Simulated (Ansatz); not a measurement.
A run for Ansatz (a program for electronic structure): R-PBE/def2-TZVPPD on H7NSi (a complex), monomers drawn apart or pushed together. Files ending in .json are basis or fitting sets from the Basis Set Exchange.

Ansatz 0.2 input:
```yaml
crystal:
  periodic: [false, false, false]
  atoms:
    - {symbol: N, position_ang: [0.06952920, 0.16398241, -0.00728442]}
    - {symbol: H, position_ang: [-0.74419316, 0.64333838, 0.35970385]}
    - {symbol: H, position_ang: [0.03778779, -0.79277051, 0.32469213]}
    - {symbol: H, position_ang: [0.89048827, 0.60125531, 0.39447269]}
    - {symbol: Si, position_ang: [-0.00375684, 0.04414780, 3.27234734]}
    - {symbol: H, position_ang: [1.23143813, 0.73183344, 2.83468964]}
    - {symbol: H, position_ang: [-0.03714766, -0.00998017, 4.75169057]}
    - {symbol: H, position_ang: [-0.02358085, -1.33296900, 2.73073657]}
    - {symbol: H, position_ang: [-1.18602848, 0.78707606, 2.78195405]}
basis:
  gaussian:
    orbitals: def2-TZVPPD.json
hamiltonian:
  xc: {name: PBE}
scf: {lower_state_search: off}
```

The head of its log:

```
WARN ansatz: RAYON_NUM_THREADS=1 ignored (pool sized by the plan → 1); use --threads N
Functional definition: PBE
these checks for a lower state are left out or cut short: stability, starts, cluster_reference, orbital_swaps, neighbouring_geometries, increment
integrals: 0.09 GiB planned
897 factors; their error is unknown
mean field: 0.75 GiB planned
mean field evaluation 1: about -9467.2493 eV, gradient 6.7e1 eV
mean field evaluation 2: about -9426.6583 eV, gradient 1.2e2 eV
```

**Question.** What total energy does the run end on?

**Answer.** -348.2337 hartree.
